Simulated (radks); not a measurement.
Results of a calculation; reference values are marked as such.
Q: Species: S I. Configuration: [Ne] 3s2 3p4 (the NIST ground configuration). Code: a radial shooting solver on a logarithmic mesh with Libxc functionals. Model: scalar-relativistic Kohn-Sham, BLYP, spin-polarised, spherical densities, finite nucleus; open shells are filled with parallel spins first; Fermi nuclear charge, rms radius 3.2611 fm. Some entries of the table are withheld. Estimate them.

| orbital | occ. | eigenvalue (eV) | <r^2> (bohr^2) |
|---|---|---|---|
| 1s up | 1 | -2407.307 | 0.01263 |
| 1s down | 1 | -2407.038 | 0.01263 |
| 2s up | 1 | -211.4863 | (1) |
| 2s down | 1 | -211.2400 | (2) |
| 2p up | 3 | -156.5419 | (3) |
| 2p down | 3 | -156.1945 | (4) |
| 3s up | 1 | -17.7990 | 3.301 |
| 3s down | 1 | -16.0485 | 3.388 |
| 3p up | 3 | -7.4711 | 5.037 |
| 3p down | 1 | -5.9343 | 5.580 |

A: 
(1) 2s up <r^2> (bohr^2): 0.2738
(2) 2s down <r^2> (bohr^2): 0.2736
(3) 2p up <r^2> (bohr^2): 0.2453
(4) 2p down <r^2> (bohr^2): 0.2451
